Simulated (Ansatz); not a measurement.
Si(Cl)3(SiH3) (Cl3H3Si2), SMILES [Si](Cl)([SiH3])(Cl)Cl.

The structure is a stationary point at B3LYP-D3(BJ)/def2-SVP.

Two levels are set side by side: PBE/def2-SVPD (Ansatz, a program for electronic structure) and CAM-B3LYP/def2-SVPD (Ansatz). Energy differences of separate SCF runs at the same geometry. Differences are taken from unrounded values.

| quantity | CAM-B3LYP |
|---|---|
| vertical singlet–triplet gap (eV) | 6.33 |

Q: What does PBE give, and how far is it from CAM-B3LYP? (An estimate is asked for; the answer gives what the named calculation found.)

A: 
```tsv
quantity	PBE	PBE minus CAM-B3LYP
vertical singlet–triplet gap (eV)	5.65	-0.67
```
